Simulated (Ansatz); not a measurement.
Program: Ansatz. Geometries: PBE0-D4/def2-TZVP. ΔE: electronic, gas phase. CBS: MP2 limit from def2 TZ/QZ plus the TZ coupled-cluster correction, frozen cores. This one scheme is used for every species. DFT in def2-TZVPP. Each species was taken in one conformer, which may not be the lowest.

Reaction (ligand exchange at the Al–O bond): `[NH2][Al]([NH2])[O][SiH3]` + H–F → `[NH2][Al]([NH2])[F]` + `O[SiH3]`

| level | ΔE (kJ/mol) |
| --- | --- |
| revPBE-D4 | -28.6 |
| B2PLYP | -30.3 |
| revPBE | -36.5 |
| CAM-B3LYP | -32.6 |
| MP2/def2-SVP | -29.0 |
| CCSD/def2-SVP | -28.8 |
| CCSD/def2-TZVPP | -24.8 |
| MP2/def2-QZVPP | -24.1 |

Q: What does CCSD(T)/CBS give? (An estimate is asked.)

A: Ansatz gave: -24.7 kJ/mol. The listed levels differ from it by -3.9, -5.6, -11.8, -7.9, -4.3, -4.1, -0.1, 0.6 kJ/mol.

Largest T1 diagnostic among the species: 0.011.

From r2SCAN to r2SCAN0 (25 % exact exchange), in def2-TZVPP and without D4, ΔE moves by +3.0 kJ/mol. Leaving LDA and LC-ωPBE aside and taking each functional with its dispersion term where it has one, the values, not all of them listed here, spread over 7.5 kJ/mol, from B2PLYP to BHLYP-D4. LDA lies +5.5 kJ/mol from PBE without D4. The D4 term adds +7.4 kJ/mol with B3LYP and +4.5 kJ/mol with PBE0; it sums over pairs of atoms, weighted by their polarisabilities, and B3LYP, whose exchange is more repulsive, gets the larger term.

B3LYP here is the variant with VWN-RPA as its local correlation; programs differ in this.
